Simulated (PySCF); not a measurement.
**Trend along group 14: MP molecules**

r²SCAN with double-zeta basis sets in PySCF, for the lowest determinant that a PBE0 search found; no spin–orbit coupling. De refers to high-spin ground-configuration atoms. A positive dipole means M(−)P(+).

```
 M                   basis  state (unpaired electrons)  Re (Å)  ωe (cm⁻¹)  De (eV)  μ (D)
Si                def2-SVP               doublet (π ↑)   2.088        627     3.60  -0.71
Ge                def2-SVP               doublet (π ↑)   2.154        492     3.34  -1.04
Sn  cc-pVDZ-PP/cc-pV(D+d)Z               doublet (π ↑)   2.360        406     2.76  -2.05
Pb                def2-SVP               doublet (π ↑)   2.447        357     2.46  -2.68
```

The shortest bond is that of SiP (2.088 Å), the longest that of PPb (2.447 Å).

The rows differ in basis set, which adds steps of its own.

Down a group the atoms grow and get heavier, so bonds lengthen and wavenumbers fall; this series shows no clear exception.

These are scalar-relativistic numbers at best; spin–orbit coupling would shift them, the dissociation energy most. States were picked by a PBE0 search and need not be the measured ground states.
